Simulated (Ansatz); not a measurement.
Program: Ansatz. Geometries: PBE0-D4/def2-TZVP. ΔE: electronic, gas phase. CCSD(T)/CBS is the MP2 limit (def2-TZVPP, def2-QZVPP) plus CCSD(T) − MP2 in def2-TZVPP, frozen cores. DFT in def2-TZVPP. B3LYP here is the variant with VWN-RPA as its local correlation; programs differ in this. Each species was taken in one conformer, which may not be the lowest.

`N[SiH2]CBS` + silanol → `[SiH3]OBS` + `C[SiH2]N`  (ligand exchange at a B–C bond)

```
   level  ΔE (eV)
B3LYP-D4    -1.03
 ωB97M-V    -0.97
```

Problem. What does CCSD(T)/CBS give? (An estimate is asked.)

Solution. Ansatz gave: -0.97 eV. The listed levels differ from it by -0.06, 0.00 eV.

Largest T1 diagnostic among the species: 0.013.

In def2-TZVPP, CCSD(T) changes the Hartree–Fock value by +0.23 eV (the triples alone add +0.03 eV) and MP2 by +0.26 eV. The D4 term adds +0.06 eV with B3LYP and +0.04 eV with PBE0; it sums over pairs of atoms, weighted by their polarisabilities, and B3LYP, whose exchange is more repulsive, gets the larger term.
